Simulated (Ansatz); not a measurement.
Molecule: C5H5O (charge 0, doublet). It need not be the lowest isomer of its formula. SMILES: [CH2]c1ccco1
Coordinates optimised at B3LYP-D3(BJ)/def2-TZVP (Ansatz, a program for electronic structure):
```xyz
11

C      1.4928     0.1180     0.5513
C      1.1618     0.7620    -0.6093
O     -0.1420     0.5512    -0.9240
C     -0.6848    -0.2580     0.0630
C      0.3307    -0.5372     0.9951
C     -2.0019    -0.6226    -0.0199
H      2.4620     0.1224     1.0212
H      1.7212     1.3789    -1.2902
H      0.2127    -1.1436     1.8768
H     -2.6188    -0.2892    -0.8399
H     -2.4330    -1.2517     0.7429
```
Charge 0, spin multiplicity 2.

Parts of the frozen-core correlation energy in cc-pVTZ (Ansatz, hartree). Frozen orbitals: 6; correlated occupied orbitals by spin: 16 and 15; virtual: 228 and 229. UHF or UKS for open shells. No spin-orbit coupling. No relativistic terms.

```csv
term,value
reference (HF),-267.15965
MP2 opposite-spin,-0.72844
MP2 same-spin,-0.24739
CCSD correlation,-1.02171
(T),-0.05022
T1 diagnostic,0.031
largest doubles amplitude,0.054
<S^2> of the reference,1.079
```
